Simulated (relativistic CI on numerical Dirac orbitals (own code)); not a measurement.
Radial Dirac CI calculation of Pd I.

Command:

```sh
python run_levels.py task.json out
```

Input:

```
atom Pd  Z=46  charge=0  electrons=46
nucleus A=106  rms_radius_fm=4.5318
hamiltonian dirac-coulomb  breit=on  qed=on  c_scale=1
orbitals kli  potential=per-configuration
slater_scale 1
correlation none
mixing on
grid step=0.0125 r_max=50.3
scf mixing=0.4 start=green max_iterations=81 tolerance=2e-08 node_fill=0.05
configurations
  [Kr] 4d10
  [Kr] 4d9 5s
end
```

Output:

```
SCF 1: [Kr] 4d10
 iter      energy (Ha)   residual   last orbital (Ha)
    1     -5040.744423   9.84e-01     -0.68655
    2     -5044.040785   3.20e-01     -0.26699
    3     -5044.312527   1.85e-01     -0.33093
    4     -5044.376035   3.20e-02     -0.31354
    5     -5044.380027   1.16e-02     -0.31824
    6     -5044.379039   4.13e-03     -0.30990
    7     -5044.379554   6.99e-04     -0.31283
    8     -5044.379528   4.10e-04     -0.31267
    9     -5044.379492   3.30e-06     -0.31241
   10     -5044.379492   3.66e-06     -0.31241
   11     -5044.379492   4.06e-08     -0.31242
   12     -5044.379492   1.57e-08     -0.31242
SCF 2: [Kr] 4d9 5s
 iter      energy (Ha)   residual   last orbital (Ha)
    1     -5041.283457   9.50e-01     -0.35792
    2     -5044.035482   3.30e-01     -0.25573
    3     -5044.304674   1.74e-01     -0.25785
    4     -5044.364287   3.18e-02     -0.24377
    5     -5044.366793   6.61e-03     -0.23706
    6     -5044.366199   1.49e-03     -0.23532
    7     -5044.366435   9.77e-04     -0.23579
    8     -5044.366376   2.76e-04     -0.23563
    9     -5044.366361   2.48e-05     -0.23556
   10     -5044.366359   8.66e-08     -0.23555
   11     -5044.366359   5.57e-08     -0.23555
   12     -5044.366359   1.33e-09     -0.23555
orbital energies (Ha): 3p3/2 -18.8479  3d3/2 -12.2862  3d5/2 -12.0830  4s -3.2853  4p1/2 -2.1491  4p3/2 -1.9911  4d3/2 -0.3281  4d5/2 -0.3124
configuration averages (Ha): Dirac-Coulomb, Breit, QED
  4d10                         -5044.379492    3.314322    2.213653
  4d9 5s                       -5044.366359    3.314788    2.213985
levels: no., configuration, term, J, E (cm-1), weight
   1 4d10                   1S   0                0.0  1.00
   2 4d9 5s                 3D   3              414.6  1.00
   3 4d9 5s                 3D   2             1928.8  0.90
   4 4d9 5s                 3D   1             3819.9  1.00
   5 4d9 5s                 1D   2             7429.5  0.90
lowest total energy -5038.851517 Ha
end: converged
```

Against the reference input this run has: end of the grid at 50.3 bohr. The reference run ends at -5038.851517 Ha with Breit and QED terms. The iteration limit was 81 against 150. The change (end of the grid at 50.3 bohr) leaves the energy and the levels as they were.

With so few configurations and no correlation, terms lie too far apart (by 10 to 50 % or more near neutrality), their order can be wrong, and levels of other configurations are missing. Terms and fine structure of an open d or f shell near neutrality can be off by tens of per cent either way.
